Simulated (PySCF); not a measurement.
## Static response to an electric field

Compound: C₆H₄F₃S (charge +1).
SMILES with atom numbers: `[F:1][C:2]([F:3])([F:4])[c:5]1[cH:6][cH:7][s+:8][cH:9][cH:10]1` (hydrogens: H11 on C6; H12 on C7; H13 on C9; H14 on C10)

Geometry (GFN2-xTB, Å), atoms numbered from 1 in this order:
```xyz
14
C6H4F3S angstrom
F      2.4028   -1.1241    0.5880
C      1.9632   -0.0480   -0.0561
F      2.4435   -0.0885   -1.3019
F      2.4595    1.0310    0.5399
C      0.4376   -0.0094   -0.0998
C     -0.1937    1.2321   -0.1671
C     -1.5600    1.3594   -0.2454
S     -2.6446    0.0636   -0.2763
C     -1.6259   -1.2822   -0.1911
C     -0.2550   -1.2197   -0.1153
H      0.4127    2.1300   -0.1513
H     -2.0167    2.3390   -0.2919
H     -2.1305   -2.2391   -0.1982
H      0.3066   -2.1448   -0.0606
```

Level: CAM-B3LYP/def2-SVPD (PySCF), static field, nuclei fixed, core orbitals frozen in the response. The polarisability tensor in these axes (au):

```
x   104.34  -0.38   2.48
y    -0.38  87.12  -0.80
z     2.48  -0.80  51.80
```

Q: Diagonalise the tensor; give its mean and Δα, where Δα² is half the sum of the squared differences of the eigenvalues.

A: Principal values 51.67, 87.13 and 104.47 au; mean 81.09 au = 12.02 Å³ = 13.37 × 10⁻⁴⁰ C²·m²/J; Δα = 46.61 au (57 % of the mean).

Q: Form Σ f/ω² (atomic units) for the 8 lowest TDDFT singlets, given as eV and f, and set it beside the mean polarisability, which is this sum over all singlets: 4.88, 0.0617; 5.48, 0.1359; 5.98, 0.0088; 6.28, 0.0000; 6.76, 0.0001; 6.90, 0.2098; 7.09, 0.5363; 7.49, 0.0012.

A: They add up to 16.62 au, 20.5 % of the 81.09 au; the largest single term is 7.89 au, from the state at 7.09 eV. Terms in order: 1.92, 3.35, 0.18, 0.00, 0.00, 3.26, 7.89, 0.02 au. Higher excitations give the rest. The strengths listed sum to 0.954.

Q: Give the eigenvalues of the traceless quadrupole moment Θ = ½Σq(3rr − r²1), origin at the centre of nuclear charge.

A: -19.15, 7.64, 11.51 D·Å. The values depend on the origin, since the species is charged. The electronic extent ⟨r²⟩ about the same centre is 1666 bohr², a root-mean-square distance of 2.38 Å for the 82 electrons.

Q: Directions of the eigenvectors, and the extent of the frame along each?

A: Largest value along (1.00, -0.02, 0.05), where the nuclei span 5.11 Å; middle along (0.03, 1.00, -0.02), 4.58 Å; least along (-0.05, 0.02, 1.00), 1.87 Å. The response follows the extents in order.

Q: What depolarisation ratio follows for Rayleigh scattering of linearly polarised light, taking the static tensor?

A: ρ = 3Δα²/(45ᾱ² + 4Δα²) = 6518.4/(295871 + 8691.2) = 0.0214.

Geometry: GFN2-xTB; no solvent, vibrations or thermal averaging.

These values come from a run that also computed excited states. The run took 59 s on an Arm Neoverse V2 with one thread, on a shared host.
